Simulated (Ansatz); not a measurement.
C$_{3}$H$_{5}$BClF, SMILES `CC1(Cl)CB1F` at its PBE0-D4/def2-TZVP geometry, where that method's forces vanish. Charge 0, multiplicity 1.

```xyz
11

C    -0.5474    1.0632    0.7735
C     0.2286   -0.1468    0.3529
Cl    1.6559   -0.4512    1.3700
C     0.4948   -0.3775   -1.1811
B    -0.2587   -1.4013   -0.3589
F    -0.8003   -2.5855   -0.2713
H    -0.9136    0.9540    1.7958
H     0.0740    1.9614    0.7191
H    -1.4119    1.2023    0.1190
H     1.5174   -0.5486   -1.5069
H    -0.0389    0.3299   -1.8122
```

(1) What forces (eV/Å) does PBE-D4/def2-TZVPP give on these atoms in the Gaussian-basis code of Ansatz? (Best estimate.)

Results:

(1) Computed: 
```
C1   0.000  0.003 -0.001
C2  -0.162  0.069  0.082
Cl3  0.313 -0.078  0.231
C4   0.016 -0.038 -0.167
B5   0.097  0.285 -0.020
F6  -0.253 -0.594  0.038
H7  -0.081 -0.011  0.204
H8   0.120  0.201 -0.007
H9  -0.177  0.035 -0.124
H10  0.211 -0.027 -0.095
H11 -0.085  0.155 -0.141
```
